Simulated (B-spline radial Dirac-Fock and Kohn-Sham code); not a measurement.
# Core-level shifts of iodine with charge state

These are calculated numbers from a radial finite-basis atomic code; the model is Dirac-Fock (average of configuration) total-energy differences with a finite nucleus, the Breit interaction including its frequency dependence, and self-energy and vacuum-polarisation corrections. Each ion is free and in its tabulated ground configuration. Correlation energy is missing from these numbers.

Reference: I²⁵⁺, [Ar] 3d10, with K (1s) 34018.1 eV, L1 (2s) 6018.1 eV, L3 (2p3/2) 5384.9 eV, M1 (3s) 1845.5 eV, M2 (3p1/2) 1707.0 eV, Kα1 (K-L3) 28633.2 eV, Kβ1 (K-M3) 32370.5 eV, Lℓ (L3-M1) 3539.4 eV. Shifts from it, in eV (a dash: the subshell is empty, belongs to an open shell averaged over j, or its hole state is left out as unreliable):

```
 ion  configuration   K (1s)  L1 (2s)  L3 (2p3/2)  M1 (3s)  M2 (3p1/2)     Kα1      Kβ1       Lℓ
I²⁶⁺       [Ar] 3d9    +97.7    +95.7       +96.2    +73.4       +73.8   +1.56   +25.09   +22.75
I²⁷⁺       [Ar] 3d8   +197.9   +193.6      +194.5   +148.0      +148.8   +3.35   +51.30   +46.47
I²⁸⁺       [Ar] 3d7   +300.4   +293.5      +295.0   +223.9      +225.1   +5.38   +78.64   +71.14
I²⁹⁺       [Ar] 3d6   +405.3   +395.6      +397.6   +300.9      +302.8   +7.66  +107.11   +96.76
I³⁰⁺       [Ar] 3d5   +512.6   +499.7      +502.4   +379.1      +381.7  +10.19  +136.72  +123.33
I³¹⁺       [Ar] 3d4        ?        ?           ?        ?           ?       ?        ?        ?
I³²⁺       [Ar] 3d3   +734.4   +714.1      +718.3   +539.0      +543.3  +16.07  +199.33  +179.29
I³³⁺       [Ar] 3d2   +848.8   +824.4      +829.4   +620.7      +626.0  +19.44  +232.35  +208.68
I³⁴⁺       [Ar] 3d1   +965.7   +936.6      +942.6   +703.6      +710.0  +23.10  +266.51  +238.99
I³⁵⁺   [Ne] 3s2 3p6  +1084.9  +1050.9     +1057.8   +787.6      +795.2  +27.07  +301.82  +270.22
```

Question: Give the missing shifts for I³¹⁺.

Answer: K (1s) +622.3, L1 (2s) +605.9, L3 (2p3/2) +609.3, M1 (3s) +458.5, M2 (3p1/2) +461.8, Kα1 +12.99, Kβ1 +167.46, Lℓ +150.84 (eV).

Over this range K (1s) moves by +1084.9 eV and Kα1 by +27.1 eV: a line is a difference of two levels that shift in the same direction.
